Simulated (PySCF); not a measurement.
Species: C₆H₉OPS.
Numbering: `[CH3:1][CH2:2][c:3]1[o:4][cH:5][c:6]([S:7][CH3:8])[p:9]1`

NICS is the negative of the GIAO shielding at a point without a nucleus: at the ring centre (0) and 1 Å above and below it (1); zz is the component along the ring normal. Level: GIAO PBE0/pcSseg-1 (PySCF, non-relativistic, gas phase) on the GFN2-xTB geometry, one conformer.

Ring bond lengths (Å), with Mayer bond orders in brackets: C3–O4 1.339 (1.06), O4–C5 1.335 (1.07), C5–C6 1.362 (1.57), C6–P9 1.786 (1.05), P9–C3 1.719 (1.50).

Give the NICS values of each ring in ppm.

```
          ring                                                     type  NICS(0)  NICS(1), two faces  NICS(1)zz, two faces  rms pucker (Å)  centre to ring atoms, mean (Å)
C3–O4–C5–C6–P9  5-membered ring with O and P; formal bonds all aromatic    -10.6       -10.1 / -10.1         -22.5 / -23.2            0.00                            1.27
```

What can be read from them?

- C3–O4–C5–C6–P9: mean NICS(1)zz -22.9 ppm, shielded.

What does the geometric index give? HOMA = 1 − mean of α(R − Ropt)² over the ring bonds, with Krygowski's 1993 parameters (CC: Ropt 1.388 Å, α 257.7 Å⁻²; CO: Ropt 1.265 Å, α 157.38 Å⁻²; CP: Ropt 1.698 Å, α 118.91 Å⁻²).

- C3–O4–C5–C6–P9: HOMA 0.44; the largest term is that of C6–P9, α(R − Ropt)² = 0.93.

At the second NICS(1) probe listed for ring C3–O4–C5–C6–P9, 1 Å off the ring, what do the in-plane components average?

The isotropic value is a third of the trace: (3 × -10.1 − (-23.2))/2 = -3.5 ppm.

List the ring angles and the Hirshfeld charges of the ring atoms.

- C3–O4–C5–C6–P9: C3 115.5° (+0.025 e), O4 111.9° (-0.044 e), C5 115.2° (-0.011 e), C6 110.3° (-0.112 e), P9 87.1° (+0.027 e); sum 540.0° against 540° for a flat convex ring.

Rough CPU time on one thread of a shared machine: about 1.6 min. This is the whole shielding run at PBE0/pcSseg-1, SCF included.

Conformer computed: `[CH3:1][CH2:2][c:3]1[o:4][cH:5][c:6]([S:7][CH3:8])[p:9]1`: C1–C2–C3–O4 -81°, C5–C6–S7–C8 179°.
